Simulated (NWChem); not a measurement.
Everything below was run with NWChem. System: silylarsine (H5AsSi), charge 0, spin multiplicity 1, at a geometry optimised with B3LYP/def2-SVP. Level: CR-EOMCCSD(T)/def2-SVP, 14 core orbitals frozen.

The NWChem input:

```
start mol
memory heap 100 mb stack 700 mb global 1900 mb
geometry units angstroms nocenter noautoz
  Si     1.556855    -0.299919     0.000000
  As    -0.782921     0.210597     0.000000
  H      2.168628     0.316779     1.213199
  H      2.168628     0.316779    -1.213199
  H      1.847283    -1.763346     0.000000
  H     -1.072057    -0.810519     1.103552
  H     -1.072057    -0.810519    -1.103552
  symmetry group Cs
end
basis spherical
  * library def2-svp
end
scf
  rhf
  nopen 0
  maxiter 100
  thresh 1e-7
  semidirect memsize 60000000 filesize 0
end
tce
  freeze core 14
  creomsd(t)
  nroots 2
  2eorb
  2emet 13
  thresh 1e-5
  maxiter 200
  tilesize 24
end
task tce energy
```

NWChem printed:

```
             Northwest Computational Chemistry Package (NWChem) 7.3.0
             --------------------------------------------------------

                                NWChem Input Module
                                -------------------

 Scaling coordinates for geometry "geometry" by  1.889725989
 (inverse scale =  0.529177249)

 Turning off AUTOSYM since
 SYMMETRY directive was detected!

                             Geometry "geometry" -> ""
                             -------------------------

 Output coordinates in angstroms (scale by  1.889725989 to convert to a.u.)

  No.       Tag          Charge          X              Y              Z
 ---- ---------------- ---------- -------------- -------------- --------------
    1 Si                  14.0000     1.55685500    -0.29991900     0.00000000
    2 As                  33.0000    -0.78292100     0.21059700     0.00000000
    3 H                    1.0000     2.16862800     0.31677900     1.21319900
    4 H                    1.0000     2.16862800     0.31677900    -1.21319900
    5 H                    1.0000     1.84728300    -1.76334600     0.00000000
    6 H                    1.0000    -1.07205700    -0.81051900     1.10355200
    7 H                    1.0000    -1.07205700    -0.81051900    -1.10355200

 Effective nuclear repulsion energy (a.u.)     162.9400874587

            Nuclear Dipole moment (a.u.)
            ----------------------------
        X                 Y               Z
 ---------------- ---------------- ----------------
     0.0000037795     0.0000170075     0.0000000000

      Symmetry information
      --------------------

 Group name             Cs
 Group number              2
 Group order               2
 No. of unique centers     5

      Symmetry unique atoms

     1    2    3    5    6


 Summary of "ao basis" -> "" (spherical)
 ------------------------------------------------------------------------------
       Tag                 Description            Shells   Functions and Types
 ---------------- ------------------------------  ------  ---------------------
 *                          def2-svp                  on all atoms

 Summary of "ao basis" -> "ao basis" (spherical)
 ------------------------------------------------------------------------------
       Tag                 Description            Shells   Functions and Types
 ---------------- ------------------------------  ------  ---------------------
 Si                         def2-svp                 8       18   4s3p1d
 As                         def2-svp                12       32   5s4p3d
 H                          def2-svp                 3        5   2s1p

                                 NWChem SCF Module
                                 -----------------

  ao basis        = "ao basis"
  functions       =    75
  atoms           =     7
  closed shells   =    26
  open shells     =     0
  charge          =   0.00
  wavefunction    = RHF
  use symmetry    = T
  symmetry adapt  = T

 Summary of "ao basis" -> "ao basis" (spherical)
 ------------------------------------------------------------------------------
       Tag                 Description            Shells   Functions and Types
 ---------------- ------------------------------  ------  ---------------------
 Si                         def2-svp                 8       18   4s3p1d
 As                         def2-svp                12       32   5s4p3d
 H                          def2-svp                 3        5   2s1p
[...]
======= CR-EOMCCSD(T) calculation ======
corresponding R0 value =    -0.045456

CR-EOMCCSD(T) Intermediates cpu wall time             1.1            1.1
 cr_N i1_1 nr of boxes                    33
 cr_N i1_2 nr of boxes                    72
 creom_N i2_1 nr of boxes                    33
 creom_N i2_2 nr of boxes                    72
 creom_N i2_3 nr of boxes                    33
 creom_N i2_4 nr of boxes                    72

CR-EOMCCSD(T) triples loop cpu wall            20.4           20.4

 CR-EOMCCSD(T)  total energy / hartree       =     -2525.775425329287373
 CR-EOMCCSD(T)  excitation energy (eV)       =      7.46096

 =========================================
 Excited-state calculation ( a"  symmetry)
 =========================================
 Dim. of EOMCC iter. space      500

 EOMCCSD SOLVER TYPE  1
  maxdiff =   0.53971160011112262

 No. of initial right vectors    2

 EOM-CCSD right-hand side iterations
 --------------------------------------------------------------
      Residuum       Omega / hartree  Omega / eV    Cpu    Wall
 --------------------------------------------------------------

 Iteration   1 using    2 trial vectors
   0.4319010309329   0.3343743548701    9.09879
   0.4352127032405   0.4033180481059   10.97485     0.7     0.7

 Iteration   2 using    4 trial vectors
   0.1164830497247   0.2633666225211    7.16657
   0.1232820747438   0.3169366386399    8.62429     0.6     0.6

 Iteration   3 using    6 trial vectors
   0.0436389528820   0.2582761136896    7.02805
   0.0520669414226   0.3100974789761    8.43819     0.6     0.6

 Iteration   4 using    8 trial vectors
   0.0184606437858   0.2572981510688    7.00144
   0.0273657446507   0.3081759766211    8.38590     0.6     0.6

 Iteration   5 using   10 trial vectors
   0.0103297759743   0.2570680853302    6.99518
   0.0225840269516   0.3073760485422    8.36413     0.7     0.7

 Iteration   6 using   12 trial vectors
   0.0064159741085   0.2569639120116    6.99235
   0.0195002225613   0.3067918992492    8.34824     0.7     0.7

 Iteration   7 using   14 trial vectors
   0.0041554571063   0.2569312153873    6.99146
   0.0143500545561   0.3064417342747    8.33871     0.7     0.7

 Iteration   8 using   16 trial vectors
   0.0023070105973   0.2569219518069    6.99120
   0.0099190476242   0.3062950399817    8.33472     0.7     0.7

 Iteration   9 using   18 trial vectors
   0.0015407643847   0.2569070048314    6.99080
   0.0085134384691   0.3061944428347    8.33198     0.7     0.7

 Iteration  10 using   20 trial vectors
   0.0008706094739   0.2569041084307    6.99072
   0.0059325259403   0.3061433641905    8.33059     0.7     0.7

 Iteration  11 using   22 trial vectors
   0.0004677893536   0.2569080134052    6.99083
   0.0040729985273   0.3061481650957    8.33072     0.7     0.7

 Iteration  12 using   24 trial vectors
   0.0002369280927   0.2569086776221    6.99084
   0.0029141083055   0.3061428289615    8.33057     0.7     0.7

 Iteration  13 using   26 trial vectors
   0.0001139245219   0.2569086115811    6.99084
   0.0018903266184   0.3061327397297    8.33030     0.7     0.7

 Iteration  14 using   28 trial vectors
   0.0000503156129   0.2569086226334    6.99084
   0.0010001600092   0.3061264437640    8.33013     0.8     0.8

 Iteration  15 using   30 trial vectors
   0.0000254802748   0.2569084512003    6.99084
   0.0005037055040   0.3061231502309    8.33004     0.8     0.8

 Iteration  16 using   32 trial vectors
   0.0000155245919   0.2569084105034    6.99084
   0.0003090031917   0.3061237556582    8.33005     0.8     0.8

 Iteration  17 using   34 trial vectors
   0.0000079596451   0.2569084493401    6.99084
   0.0001770596040   0.3061246534971    8.33008     0.8     0.8

 Iteration  18 using   35 trial vectors
   0.0000049760383   0.2569084376924    6.99084
   0.0000879393133   0.3061245245221    8.33008     0.5     0.5

 Iteration  19 using   36 trial vectors
   0.0000043568340   0.2569084442638    6.99084
   0.0000441467900   0.3061245685937    8.33008     0.5     0.5

 Iteration  20 using   37 trial vectors
   0.0000042053155   0.2569084459041    6.99084
   0.0000223575553   0.3061245741344    8.33008     0.5     0.5

 Iteration  21 using   38 trial vectors
   0.0000041828670   0.2569084475267    6.99084
   0.0000137085938   0.3061245280248    8.33008     0.5     0.5

 Iteration  22 using   39 trial vectors
   0.0000042095157   0.2569084467310    6.99084
   0.0000088606603   0.3061245320992    8.33008     0.5     0.5
 --------------------------------------------------------------
 Iterations converged
 ------------------

 Excited state root  1
 Excitation energy / hartree =        0.256908446730964
                   / eV      =        6.990837505432022
 largest EOMCCSD amplitudes: R1 and R2

 Singles contributions
    28a"  (alpha) ---    26a'  (alpha)       -0.9256363788

 Doubles contributions
 ------------------

 Excited state root  2
 Excitation energy / hartree =        0.306124532099240
                   / eV      =        8.330075898879580
 largest EOMCCSD amplitudes: R1 and R2

 Singles contributions
    28a"  (alpha) ---    25a'  (alpha)        0.2364750251
    30a"  (alpha) ---    23a'  (alpha)        0.1007680011
    30a"  (alpha) ---    26a'  (alpha)        0.8688291500

 Doubles contributions
======= CR-EOMCCSD(T) calculation ======
corresponding R0 value =     0.000000

CR-EOMCCSD(T) Intermediates cpu wall time             0.8            0.8
 creom_N i2_1 nr of boxes                    33
 creom_N i2_2 nr of boxes                    72
 creom_N i2_3 nr of boxes                    33
 creom_N i2_4 nr of boxes                    72

CR-EOMCCSD(T) triples loop cpu wall            12.9           12.9

 CR-EOMCCSD(T)  total energy / hartree       =     -2525.797272759826228
 CR-EOMCCSD(T)  excitation energy (eV)       =      6.86646

======= CR-EOMCCSD(T) calculation ======
corresponding R0 value =     0.000000

CR-EOMCCSD(T) Intermediates cpu wall time             0.8            0.8
 creom_N i2_1 nr of boxes                    33
 creom_N i2_2 nr of boxes                    72
 creom_N i2_3 nr of boxes                    33
 creom_N i2_4 nr of boxes                    72

CR-EOMCCSD(T) triples loop cpu wall            12.8           12.8

 CR-EOMCCSD(T)  total energy / hartree       =     -2525.747881746618077
 CR-EOMCCSD(T)  excitation energy (eV)       =      8.21046

 Task  times  cpu:      108.8s     wall:      108.8s

 Total times  cpu:      108.8s     wall:      108.8s
```
